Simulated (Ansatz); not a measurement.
One change: `O[SiH2][O][AlH2]` becomes `O[SiH2]OCS`.

Ansatz, PBE0-D4/def2-TZVP geometries, multiplicity 1. Each molecule was computed in one conformer, which needn't be the lowest.

| property | `O[SiH2][O][AlH2]` |
| --- | --- |
| HOMO energy (B3LYP/def2-TZVPP) / eV | -8.13 |
| HOMO–LUMO gap (B3LYP/def2-TZVPP) / eV | 6.73 |
| LUMO energy (PBE/def2-TZVPP) / eV | -1.96 |
| LUMO energy (B3LYP/def2-TZVPP) / eV | -1.41 |
| LUMO energy (ωB97M-V/def2-TZVPP) / eV | 0.40 |
| HOMO–LUMO gap (PBE0/def2-TZVPP) / eV | 7.14 |

(1) What does the change do to each property? (An estimate is asked.)

## Answers

(1) Computed: 
| property | `O[SiH2]OCS` | shift |
| --- | --- | --- |
| HOMO energy (B3LYP/def2-TZVPP) / eV | -7.35 | 0.78 |
| HOMO–LUMO gap (B3LYP/def2-TZVPP) / eV | 7.13 | 0.40 |
| LUMO energy (PBE/def2-TZVPP) / eV | -0.89 | 1.07 |
| LUMO energy (B3LYP/def2-TZVPP) / eV | -0.22 | 1.19 |
| LUMO energy (ωB97M-V/def2-TZVPP) / eV | 1.86 | 1.46 |
| HOMO–LUMO gap (PBE0/def2-TZVPP) / eV | 7.65 | 0.51 |

With PBE0 the HOMO rises by 0.73 eV and the LUMO rises by 1.24 eV, so the gap widens by about 0.51 eV. PBE moves the HOMO by 0.65 eV and ωB97M-V by 0.72 eV.

B3LYP here is the variant with VWN-RPA as its local correlation; programs differ in this.
